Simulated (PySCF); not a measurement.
## Static response to an electric field

Species: C2H7NSi2.
Numbering: `[CH3:1][Si@H:2]([SiH3:3])[C:4]#[N:5]` (hydrogens: H6, H7, H8 on C1; H9 on Si2; H10, H11, H12 on Si3)

Cartesian coordinates in Å at the GFN2-xTB level; atoms count from 1:
```xyz
12
C2H7NSi2 angstrom
C     -1.2445   -0.9959    0.8032
Si    -0.4010    0.0757   -0.5245
Si     1.9152    0.0431   -0.4059
C     -1.0132    1.8130   -0.1867
N     -1.3512    2.8872    0.0283
H     -0.9372   -0.6980    1.8025
H     -0.9819   -2.0429    0.6773
H     -2.3277   -0.9200    0.7586
H     -1.0004   -0.2298   -1.8359
H      2.4041    0.4748    0.9058
H      2.5212    0.9085   -1.4183
H      2.4179   -1.3164   -0.6304
```

Level: CAM-B3LYP/def2-SVPD (PySCF), static field, nuclei fixed, core orbitals frozen in the response. The polarisability tensor in these axes (au):

```
x   90.04 -4.62 -3.69
y   -4.62 87.25 -0.88
z   -3.69 -0.88 71.60
```

Problem. What are the eigenvalues, a third of the trace, and Δα (Δα² = ½Σ(αi − αj)² over the three pairs)?

Solution. Principal values 70.70, 84.44 and 93.75 au; mean 82.96 au = 12.29 Å³ = 13.68 × 10⁻⁴⁰ C²·m²/J; Δα = 20.08 au (24 % of the mean).

Problem. What is the dipole moment, and where does it point?

Solution. (1.28, -3.94, -0.19) D, 4.14 D in size, pointing from the negative to the positive side. Measured along this direction, the outermost atoms are N5 at the negative end and H12 at the positive end.

Problem. Sum over states: ᾱ = Σ f/ω², ω in Eh. What share falls to these 8 lowest TDDFT singlets (eV, f)? 6.98, 0.0175; 7.18, 0.0355; 7.31, 0.0254; 7.61, 0.0495; 7.73, 0.0430; 8.13, 0.1464; 8.20, 0.0124; 8.26, 0.0270.

Solution. They add up to 4.36 au, 5.3 % of the 82.96 au; the largest single term is 1.64 au, from the state at 8.13 eV. Terms in order: 0.27, 0.51, 0.35, 0.63, 0.53, 1.64, 0.14, 0.29 au. Higher excitations give the rest. The strengths listed sum to 0.357.

Problem. Refractivity n − 1 of an ideal gas of it at 500 K and 1 atm, from the electronic α?

Solution. N = p/kT = 1.4678 × 10¹⁹ cm⁻³, so n − 1 = 2π × N × 12.29 × 10⁻²⁴ cm³ = 1134 × 10⁻⁶ at long wavelengths.

Problem. Along which axes do the principal values lie, and how far do the nuclei extend along each?

Solution. Largest value along (0.82, -0.57, -0.11), where the nuclei span 5.53 Å; middle along (0.54, 0.82, -0.21), 4.73 Å; least along (0.21, 0.11, 0.97), 3.49 Å. The response follows the extents in order.

Isolated species at its GFN2-xTB geometry, gas phase.

The run behind these numbers computed excited states as well. The run took 47 s of wall time (with the writing of density and orbital grids) on Arm Neoverse N1, one thread, shared host with 64 logical CPUs at a one-minute load of 61, and the process peaked at 0.72 GiB of memory.
